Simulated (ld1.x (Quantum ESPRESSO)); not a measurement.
# Plane-wave convergence, RRKJ potential for beryllium

Be (Z = 4), norm-conserving RRKJ (Kleinman–Bylander form), made with ld1.x (Quantum ESPRESSO) 7.5 (PBEsol, non-relativistic). Core [He], reference 2s1 2p0 (charge +1). Waves: 2s (bound): rc 1.60 bohr; 3d channel at -0.05 Ry: rc 4.10 bohr; 2p (bound, empty): rc 3.95 bohr. Local part: the p channel. Core correction: a·sin(br)/r model core, default radius (core density twice the valence density).

The pseudo-atom Hamiltonian at the reference potential is diagonalised in spherical Bessel functions j_l(qr) that vanish at 20 bohr, with q² up to the cutoff. All-electron valence levels (Ry): 2s -0.9977, 2p -0.7095.

Problem. How do the lowest levels (Ry) of each channel move with the cutoff, and are there ghosts?

Solution.

```json
{"cutoff (Ry)": "8", "s #1": "-0.9782", "d #1": "-0.1702", "p #1": "-0.7085", "f #1": "-0.0487", "f #2": "0.0533", "Σ f·Δε (mRy)": "19.5"}
{"cutoff (Ry)": "10", "s #1": "-0.9862", "d #1": "-0.1702", "p #1": "-0.7094", "f #1": "-0.0487", "f #2": "0.0533", "Σ f·Δε (mRy)": "11.5"}
{"cutoff (Ry)": "12", "s #1": "-0.9914", "d #1": "-0.1703", "p #1": "-0.7094", "f #1": "-0.0487", "f #2": "0.0533", "Σ f·Δε (mRy)": "6.3"}
{"cutoff (Ry)": "15", "s #1": "-0.9945", "d #1": "-0.1703", "p #1": "-0.7095", "f #1": "-0.0487", "f #2": "0.0533", "Σ f·Δε (mRy)": "3.3"}
{"cutoff (Ry)": "18", "s #1": "-0.9966", "d #1": "-0.1703", "p #1": "-0.7095", "f #1": "-0.0487", "f #2": "0.0533", "Σ f·Δε (mRy)": "1.1"}
{"cutoff (Ry)": "21", "s #1": "-0.9972", "d #1": "-0.1703", "p #1": "-0.7095", "f #1": "-0.0487", "f #2": "0.0533", "Σ f·Δε (mRy)": "0.5"}
{"cutoff (Ry)": "25", "s #1": "-0.9975", "d #1": "-0.1703", "p #1": "-0.7095", "f #1": "-0.0487", "f #2": "0.0533", "Σ f·Δε (mRy)": "0.2"}
{"cutoff (Ry)": "30", "s #1": "-0.9976", "d #1": "-0.1703", "p #1": "-0.7095", "f #1": "-0.0487", "f #2": "0.0533", "Σ f·Δε (mRy)": "0.1"}
{"cutoff (Ry)": "400", "s #1": "-0.9977", "d #1": "-0.1703", "p #1": "-0.7095", "f #1": "-0.0487", "f #2": "0.0533", "Σ f·Δε (mRy)": "0.0"}
```

Result: no extra level below or beside the all-electron valence levels (s, d, p, f tested); 10 mRy is reached at 12 Ry and 1 mRy at 21 Ry.
